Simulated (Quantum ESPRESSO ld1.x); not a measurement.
Values are calculated unless marked as measured or tabulated.
In7+, configuration [Kr] 4d6 (the NIST ground configuration).

Code: ld1.x of Quantum ESPRESSO 7.5. Model: scalar-relativistic Kohn-Sham, LDA (Slater exchange, Perdew-Zunger correlation), spin-polarised, spherical densities, point nucleus; open shells are filled with parallel spins first.

Energy parts (eV):
part                      energy
total                 -159518.60
kinetic                166249.96
electron-nucleus      -380997.21
Hartree                 59320.16
exchange-correlation    -4091.50

Orbitals (lengths in bohr, moments of r in powers of bohr; <r^-3> diverges for s and p1/2):
orbital  occ.  eigenvalue (eV)      <r>     <r^2>  <r^-3>
1s up       1       -27839.440  0.02974  0.001197       -
1s down     1       -27839.409  0.02974  0.001197       -
2s up       1        -4270.973   0.1286   0.01951       -
2s down     1        -4269.810   0.1286   0.01950       -
2p up       3        -3847.880   0.1122   0.01537    4369
2p down     3        -3846.954   0.1122   0.01537    4370
3s up       1         -904.445   0.3490    0.1393       -
3s down     1         -903.644   0.3488    0.1391       -
3p up       3         -765.958   0.3473    0.1400   801.6
3p down     3         -765.094   0.3471    0.1398   801.8
3d up       5         -550.660   0.3240    0.1247   110.3
3d down     5         -549.524   0.3238    0.1245   110.3
4s up       1         -231.808   0.8269    0.7711       -
4s down     1         -227.911   0.8264    0.7707       -
4p up       3         -188.938   0.8832    0.8857   154.7
4p down     3         -185.028   0.8837    0.8875   154.9
4d up       5         -125.027    1.011     1.180   16.49
4d down     1         -121.249    1.016     1.195   16.39

The highest occupied level is 4d down at -121.25 eV. For comparison, the ionisation energy in NIST's Atomic Spectra Database is 130 eV (theoretical). In exact Kohn-Sham theory the highest level is minus the ionisation energy, but local and semilocal functionals leave it too shallow, through self-interaction and a potential that decays too fast; potentials with the right tail come closer. Spin moment in Bohr magnetons: 4. Summed over all electrons, <r^2> = 16.45 bohr^2, which gives a Langevin (diamagnetic) susceptibility term of -13 x 10^-6 cm^3/mol.
